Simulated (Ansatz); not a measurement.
A structure relaxed at r2SCAN-D4/def2-TZVP in Ansatz, charge 1, doublet:

```xyz
4

Ca   -0.370    0.481   -2.428
Ca    0.393   -0.481    2.424
Si   -0.068   -1.096   -0.207
Si    0.046    1.097    0.210
```

Q: Give its formula and point group.

A: Ca2Si2⁺. Point group D2h (tolerance 0.1 Å).

Q: Summarise the bond lengths by kind (pairs closer than 1.2 times the sum of covalent radii, bridged metal pairs left out).

A: 4 × Ca–Si 2.74 Å; 1 × Si–Si 2.24 Å.

The structure comes from a short search, and lower isomers may exist.
